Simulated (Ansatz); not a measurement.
`NC(F)O[SiH3]` and `NC(F)O[SiH2]F` differ in one atom or group.

Ansatz, PBE0-D4/def2-TZVP geometries, multiplicity 1. Each molecule was computed in one conformer, which needn't be the lowest.

```tsv
property	`NC(F)O[SiH3]`
HOMO energy (PBE0/def2-TZVPP) / eV	-8.09
HOMO–LUMO gap (PBE0/def2-TZVPP) / eV	8.42
LUMO energy (B3LYP/def2-TZVPP) / eV	0.10
HOMO energy (PBE/def2-TZVPP) / eV	-6.51
HOMO–LUMO gap (PBE/def2-TZVPP) / eV	5.96
HOMO–LUMO gap (B3LYP/def2-TZVPP) / eV	7.93
```

Q: What does the change do to each property? (Best estimate.)

A: Computed: 
```tsv
property	`NC(F)O[SiH2]F`	shift
HOMO energy (PBE0/def2-TZVPP) / eV	-8.24	-0.15
HOMO–LUMO gap (PBE0/def2-TZVPP) / eV	8.77	0.35
LUMO energy (B3LYP/def2-TZVPP) / eV	0.27	0.17
HOMO energy (PBE/def2-TZVPP) / eV	-6.64	-0.13
HOMO–LUMO gap (PBE/def2-TZVPP) / eV	6.29	0.33
HOMO–LUMO gap (B3LYP/def2-TZVPP) / eV	8.25	0.32
```

With PBE0 the HOMO falls by 0.15 eV and the LUMO rises by 0.20 eV, so the gap widens by about 0.35 eV. PBE moves the HOMO by -0.13 eV and ωB97M-V by -0.15 eV.

B3LYP here is the variant with VWN-RPA as its local correlation; programs differ in this.
